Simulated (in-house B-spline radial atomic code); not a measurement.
BLYP excitations of B³⁺

Method: BLYP. Computed with an all-electron radial atomic-structure program (B-spline basis): linear response of the closed shell 1s2 with the functional's adiabatic kernel; scalar-relativistic (spin-free one-electron X2C), finite nucleus, no spin-orbit coupling, no double excitations, S, P, D and F terms only.

Command:
```bash
python run_td.py task.json out
```
Settings (radii: box in bohr, nucleus in fm):
```
Z                        5
electrons                2
configuration            1s2
hamiltonian              x2c
method                   b88,lyp
box_radius               23.08
rms_radius               2.406
intervals                74
```

Cost of the run: 0.1 s on 1 thread of Intel(R) Xeon(R) 6975P-C (Granite Rapids) (shared host).

The lowest states, in the order of their Tamm-Dancoff energies; the method's threshold (minus the highest occupied level) is 231.89 eV. Labels give the largest channel, * marks a mixed state, and oscillator strengths are full-response dipole values. Semilocal kernels can invert the small singlet-triplet splittings of Rydberg terms. Energies in eV:

```
     state  full response  Tamm-Dancoff  oscillator strength
1s → 2s 3S              ?             ?                    -
1s → 2p 3P         190.63        190.67                    -
1s → 2s 1S         190.87        190.97                    -
1s → 2p 1P              ?             ?                    ?
1s → 3s 3S         214.69        214.70                    -
1s → 3s 1S         215.76        215.78                    -
1s → 3p 3P         216.09        216.09                    -
1s → 3p 1P         216.84        216.85                0.098
1s → 3d 3D         217.05        217.05                    -
1s → 3d 1D         217.20        217.20                    -
```

Question: Where does 1s → 2s 3S lie?

Answer: At 185.77 eV in full response, 185.80 eV in Tamm-Dancoff.

Question: Where does 1s → 2p 1P lie?

Answer: At 194.42 eV in full response, 194.45 eV in Tamm-Dancoff, oscillator strength 0.483.

Question: How large is the singlet-triplet splitting of 1s → 2s (S terms) in Tamm-Dancoff?

Answer: 5.18 eV, from the unrounded values.

Question: What polarisabilities and dispersion coefficient does the method give?

Answer: Dipole 0.02044 bohr³, quadrupole 0.003798 bohr⁵, C6 0.002734 hartree·bohr⁶ for two such species.
